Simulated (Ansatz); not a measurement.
`[CH3][Sn]([CH3])([CH3])[OH]`. Total charge 0; spin multiplicity 1. Sn: def2 effective core potential.

```xyz
15

C    -0.2951   -1.4602   -1.4304
Sn   -0.1888   -0.0048    0.1369
C     1.6270   -0.1733    1.2594
C    -0.6065    1.9794   -0.5144
O    -1.6960   -0.3494    1.3790
H     0.4723   -1.2679   -2.1822
H    -0.1432   -2.4621   -1.0266
H    -1.2751   -1.4163   -1.9065
H     1.7494   -1.1923    1.6292
H     2.4864    0.0756    0.6344
H     1.5984    0.5095    2.1091
H     0.1513    2.3260   -1.2183
H    -0.6246    2.6486    0.3461
H    -1.5817    2.0051   -1.0011
H    -1.6739   -1.2177    1.7853
```

Task: What are the harmonic wavenumbers in cm⁻¹ at PBE0-D4/def2-TZVP (Ansatz, finite differences of forces, unscaled)? (An estimate is asked.)

Result: Computed: 48, 76, 81, 97, 130, 132, 139, 163, 165, 516, 537, 548, 600, 676, 709, 712, 780, 782, 785, 824, 1219, 1221, 1228, 1446, 1449, 1449, 1454, 1455, 1460, 3061, 3061, 3066, 3153, 3153, 3160, 3160, 3161, 3165, 3904.

Task: Is this a minimum?

Result: Yes, all 39 modes are real.

Task: Give the ideal-gas thermochemistry at 298.15 K and 1 bar (rigid rotor, harmonic oscillator; point group Cs, symmetry number 1).

Result: Zero-point energy 316.6 kJ/mol; H(298) − E = 347.2 kJ/mol; entropy 431.0 J/(mol·K), of which translation 173.7, rotation 114.6, vibration 142.7; G(298) − E = 218.7 kJ/mol. Modes under 100 cm⁻¹ are hindered rotations or soft bends, so the harmonic entropy is rough.

Task: And at 400, 500, 600, 800 and 1000 K?

Result: 
| T (K) | H − E (kJ/mol) | S (J/mol/K) | G − E (kJ/mol) |
| --- | --- | --- | --- |
| 400 | 364.0 | 479.2 | 172.3 |
| 500 | 382.8 | 521.1 | 122.3 |
| 600 | 403.6 | 558.9 | 68.2 |
| 800 | 449.7 | 625.0 | -50.4 |
| 1000 | 500.6 | 681.8 | -181.2 |
